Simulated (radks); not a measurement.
The numbers below are computed, except where a source is named.
Question: Species: Kr. Configuration: [Kr]. Code: a radial shooting solver on a logarithmic mesh with Libxc functionals. Model: scalar-relativistic Kohn-Sham, r2SCAN, spin-polarised, spherical densities, finite nucleus; meta-GGA in the generalised Kohn-Sham scheme; Fermi nuclear charge, rms radius 4.1884 fm. Some entries of the table are withheld. Estimate them.

orbital  occ.  eigenvalue (Ry)  r(max) (bohr)  <1/r> (bohr^-1)
1s          2        -1043.269        0.02708            36.76
2s          2        -138.1034         0.1541            8.180
2p          6        -121.9422         0.1235            7.984
3s          2        -19.87659         0.4662            2.706
3p          6        -14.66919         0.4630            2.548
3d         10         -6.08780         0.4128              (1)
4s          2         -1.75999          1.342           0.8419
4p          6              (2)          1.551           0.6838

Answer: 
(1) 3d <1/r> (bohr^-1): 2.270
(2) 4p eigenvalue (Ry): -0.70933
